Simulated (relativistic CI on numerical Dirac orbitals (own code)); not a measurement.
**Radial parameters of Ge12+**

These numbers are calculated, not measured: Dirac-Coulomb-Breit CI, orbitals from a KLI potential per configuration, QED by a radiative potential, unscaled Slater integrals (own radial code, finite nucleus).

Slater integrals F^k, G^k are unscaled and averaged over j, outside the closed core [Ne]; ζ comes from projecting the Hamiltonian with its Breit term on Σ l·s of the shell.

- 3s²3p⁶3d²: F^2(3d,3d) = 185420, F^4(3d,3d) = 118650, ζ(3d) = 2857.3 cm⁻¹; <r>(3d) = 0.5389, <r^2>(3d) = 0.342 (bohr units).
- 3s²3p⁵3d³: ζ(3p) = 28962, F^2(3d,3d) = 184860, F^4(3d,3d) = 118280, F^2(3p,3d) = 173270, G^1(3p,3d) = 200270, G^3(3p,3d) = 128760, ζ(3d) = 2783.5 cm⁻¹; <r>(3p) = 0.5698, <r^2>(3p) = 0.3751, <r>(3d) = 0.5404, <r^2>(3d) = 0.344 (bohr units).
- 3s3p⁶3d³: F^2(3d,3d) = 184590, F^4(3d,3d) = 118100, G^2(3s,3d) = 153340, ζ(3d) = 2839 cm⁻¹; <r>(3s) = 0.5705, <r^2>(3s) = 0.371, <r>(3d) = 0.5411, <r^2>(3d) = 0.3449 (bohr units).

Question: Give the Racah parameters of the d shell in 3s²3p⁶3d².

Answer: B = F²/49 − 5F⁴/441 = 2439 cm⁻¹ and C = 35F⁴/441 = 9417 cm⁻¹.

Averages of the first 10 configurations, taken without configuration mixing, which lowers the lowest level and can move excited configurations by several eV; other configurations of the list can lie among them:

```csv
Configuration,Parity,States,Average energy above the lowest level (eV)
3s²3p⁶3d²,even,45,3.9
3s²3p⁵3d³,odd,720,91.7
3s3p⁶3d³,even,240,155.6
3s²3p⁶3d4s,even,20,143.2
3s²3p⁶3d4p,odd,60,163.0
3s²3p⁶3d4d,even,100,193.0
3s²3p⁶4s²,even,1,295.7
3s²3p⁶3d4f,odd,140,218.1
3s²3p⁶4s4p,odd,12,313.4
3s²3p⁵3d²4s,odd,540,228.6
```
